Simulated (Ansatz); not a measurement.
Reaction (redistribution): `C[SiH2][SiH](F)F` + `CBNC` → `CBN[SiH2]C` + `C[SiH](F)F`

Program: Ansatz. Geometries: PBE0-D4/def2-TZVP. ΔE: electronic, gas phase. CCSD(T)/CBS adds triple-zeta CCSD(T) − MP2 to the extrapolated MP2 energy (def2 sets, frozen cores). Functionals use def2-TZVPP. One conformer a species, not always the lowest.

`C[SiH2][SiH](F)F`:

```xyz
11

C    -0.014    1.648    0.532
Si    0.427    0.327   -0.722
Si   -0.288   -1.782    0.008
F     0.381   -2.109    1.420
F    -1.866   -1.752    0.253
H     0.460    1.439    1.493
H     0.321    2.630    0.190
H    -1.094    1.687    0.685
H     1.899    0.255   -0.939
H    -0.217    0.592   -2.038
H    -0.009   -2.935   -0.882
```

`CBNC`:

Z-matrix (Å, degrees):
```
C
B 1 1.569
H 1 1.094 2 114.2
H 1 1.095 2 110.5 3 -121.8
H 1 1.095 2 110.5 3 121.8
N 2 1.389 1 121.9 3 0.2
H 2 1.204 1 121.2 3 -179.8
C 6 1.443 2 127.1 1 180.0
H 6 1.009 2 119.0 1 0.0
H 8 1.090 6 109.0 2 0.0
H 8 1.095 6 111.7 2 -119.4
H 8 1.095 6 111.7 2 119.5
```

`CBN[SiH2]C`:

Z-matrix (Å, degrees):
```
C
B 1 1.569
H 1 1.096 2 109.5
H 1 1.095 2 110.2 3 115.4
H 1 1.093 2 115.7 3 -122.0
N 2 1.406 1 122.9 3 116.4
H 2 1.204 1 119.6 3 -63.2
Si 6 1.748 2 128.1 1 -0.3
H 6 1.009 2 116.2 1 -179.8
C 8 1.864 6 112.4 2 -70.2
H 8 1.489 6 106.0 2 169.4
H 8 1.487 6 109.9 2 52.1
H 10 1.092 8 110.9 6 60.5
H 10 1.093 8 110.6 6 -179.6
H 10 1.093 8 110.8 6 -59.5
```

`C[SiH](F)F`:

Cartesian coordinates in Å:
```
C 0.756 -0.110 -0.627
Si -0.619 0.088 0.578
F -1.741 -1.005 0.303
F -1.306 1.510 0.384
H 0.390 -0.013 -1.652
H 1.221 -1.093 -0.520
H 1.523 0.650 -0.462
H -0.223 -0.026 1.997
```

CCSD(T)/CBS gives -145.8 kJ/mol.

(1) Another level gave -134.5 kJ/mol. Which?
A. revPBE/def2-TZVPP
B. B2PLYP/def2-TZVPP
C. LC-ωPBE/def2-TZVPP
D. HF/def2-TZVPP

Largest T1 diagnostic among the species: 0.012.

## Answers

(1) C. LC-ωPBE -134.5, B2PLYP -141.7, revPBE -112.8, HF/def2-TZVPP -149.8 kJ/mol.

At CCSD(T), def2-SVP lies +22.6 kJ/mol from the extrapolated value and def2-TZVPP +1.6 kJ/mol. From r2SCAN to r2SCAN0 (25 % exact exchange), in def2-TZVPP and without D4, ΔE moves by −3.8 kJ/mol. Leaving LDA and LC-ωPBE aside and taking each functional with its dispersion term where it has one, the values, not all of them listed here, spread over 29.1 kJ/mol, from ωB97M-V to PBE-D4. LDA lies −7.0 kJ/mol from PBE without D4.
